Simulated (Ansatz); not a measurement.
`[CH3][GeH2][Br]` + H• → `[CH3][GeH][Br]`• + H₂ at 500 K and 1 bar (hydrogen abstraction from a Ge–H bond).

Gas-phase electronic energies from Ansatz, PBE0-D4/def2-TZVP geometries. CCSD(T)/CBS is the MP2 limit (def2-TZVPP, def2-QZVPP) plus CCSD(T) − MP2 in def2-TZVPP, frozen cores. This one scheme is used for every species, atoms too. No spin–orbit coupling; open shells (•) take unrestricted orbitals. For Br, Ge outer-core shells are correlated without core-valence functions, so the limit isn't a true one: a few kJ/mol of doubt a bond, and 10 to 20 or more in all where bonds break to atoms. Scalar relativity is left out up to krypton.

| species | CCSD(T)/CBS energy (Eh) | H − E (kJ/mol) | S (J/(mol·K)) |
| --- | --- | --- | --- |
| `[CH3][GeH2][Br]` | -4690.53762 | 176.4 | 373.6 |
| H• | -0.50000 | 10.4 | 125.5 |
| `[CH3][GeH][Br]`• | -4689.89406 | 150.6 | 373.8 |
| H₂ | -1.17544 | 41.0 | 145.5 |

H − E and S are ideal-gas, rigid-rotor, harmonic terms from PBE0-D4/def2-TZVP, for one conformer and one mirror image of each species, with the whole ground term of open shells counted as degenerate. The MP2-based limit puts H₂ 0.8 mEh under its directly extrapolated value; such offsets cancel only in part. 1 Eh = 2625.50 kJ/mol, R = 8.31446 J/(mol·K).

**Question.** By hand: ΔE, ΔH, ΔS and ΔG.

**Answer.** ΔE = (-4689.89406) + (-1.17544) − (-4690.53762) − (-0.50000) = -0.03188 Eh = -83.7 kJ/mol. Δ(H − E) = 150.6 + 41.0 − 176.4 − 10.4 = 4.8, so ΔH = -78.9 kJ/mol. ΔS = 373.8 + 145.5 − 373.6 − 125.5 = 20.2 J/(mol·K). ΔG = -78.9 − 500 × (20.2)/1000 = -89.0 kJ/mol.

**Question.** By hand: the equilibrium constant, and the temperature at which ΔG would vanish if ΔH and ΔS stayed fixed.

**Answer.** log₁₀ K = −ΔG/(RT ln 10) = 9.3. ΔH and −TΔS have one sign here, so there is no such temperature.

ΔH outweighs TΔS. A doubt of 5 kJ/mol in ΔE shifts log₁₀ K by 0.5 here. Other conformers and mirror images would add mixing entropy, several J/(mol·K) or more a flexible species. These are equilibria of isolated gas molecules and say nothing of rates. Largest T1 diagnostic: 0.011 (customary marks: 0.02 for closed shells, 0.045 for open ones).
